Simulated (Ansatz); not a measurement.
Geometry optimisation, Ansatz 0.2.0, RKS PBE0/def2-SVP.

Input:

```yaml
crystal:
  periodic: [false, false, false]
  atoms:
    - { symbol: Ga, position_ang: [-0.7966, -0.2241, 1.9304] }
    - { symbol: O, position_ang: [0.0579, 0.0064, -0.0795] }
    - { symbol: C, position_ang: [0.4741, -0.2258, -1.4042] }
    - { symbol: S, position_ang: [-0.2957, 1.8438, 2.0653] }
    - { symbol: H, position_ang: [0.1367, 1.157, 0.4647] }
    - { symbol: H, position_ang: [-1.3207, -1.6717, 2.2679] }
    - { symbol: H, position_ang: [1.52, 0.0683, -1.526] }
    - { symbol: H, position_ang: [-0.1503, 0.3386, -2.1028] }
    - { symbol: H, position_ang: [0.3745, -1.2925, -1.6157] }
basis:
  gaussian: { orbitals: def2-SVP }
hamiltonian:
  xc: pbe0
relax:
  f_tol: 0.15
  max_steps: 25
  restrain:
    - { distance: [4, 1], at: 0.97, k: 30.0 }
    - { distance: [0, 1], at: 3.18, k: 30.0 }
    - { distance: [4, 3], at: 2.66, k: 30.0 }
output:
  orbitals: {}
```

Command:

```bash
$ ansatz run input.yaml --threads 2 --pin off --max-ram 3072MiB --backend cpu --events-out ev --progress --plain --runs-dir out
```

Task: Where does it end, and by what steps?

Result: The forces met the threshold. The restraints hold the end off the free minimum. After 9 steps the energy has fallen by 0.359 eV (the restraints' own energy left out); H5 moved furthest, 0.79 Å. Parted: Ga1–O2. Joined: O2–H5.

```tsv
step	energy less start (eV)	largest force component (eV/Å)	accepted
0	0.0000	1.936	yes
1	0.1998	6.062	yes
2	0.2942	6.103	yes
3	0.1354	4.717	yes
4	-0.2088	1.117	yes
5	-0.2975	0.630	yes
6	-0.3149	0.350	yes
7	-0.3474	0.242	yes
8	-0.3516	0.242	yes
9	-0.3586	0.220	yes
```

```xyz
9
Properties=species:S:1:pos:R:3
Ga -1.166 -0.067 2.399
O 0.717 -0.273 -0.147
C 0.539 -0.161 -1.532
S -0.608 1.866 2.224
H 0.662 0.609 0.254
H -1.621 -1.523 2.591
H 1.363 0.394 -2.019
H -0.413 0.330 -1.812
H 0.528 -1.175 -1.957
```

Whether the end is a true minimum wasn't checked by a vibrational analysis.

Time of the run: 26 s on 2 threads of Intel(R) Xeon(R) Platinum 8488C (Sapphire Rapids), with other jobs on the host, peak memory 0.25 GiB.
